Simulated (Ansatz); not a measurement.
Isomers of C₃H₆BNO, relaxed with PBE0-D4/def2-TZVP in Ansatz; electronic energies, one conformer each and not always the lowest. Functionals use def2-TZVPP; CBS adds triple-zeta CCSD(T) − MP2 to the MP2 limit of def2-TZVPP and def2-QZVPP.

(1) Order them by energy at frozen-core CCSD(T)/CBS, lowest first. (Estimate.)
A. `CB1COC=N1`
B. `BC1OCC1=N`
C. `CB(C)N=C=O`

(2) How do ωB97M-V, HF/CBS(def2), B3LYP, PBE-D4 place them (kJ/mol, against `CB(C)N=C=O`)? (An estimate is asked.)

## Answers

(1) C (0.0 kJ/mol), A (107.1 kJ/mol), B (403.3 kJ/mol).

(2) Ansatz gave: 
| isomer | ωB97M-V | HF/CBS(def2) | B3LYP | PBE-D4 |
| --- | --- | --- | --- | --- |
| `BC1OCC1=N` | 405.6 | 415.9 | 425.3 | 413.8 |
| `CB1COC=N1` | 107.9 | 124.4 | 130.5 | 117.8 |

B3LYP here is the variant with VWN-RPA as its local correlation; programs differ in this.
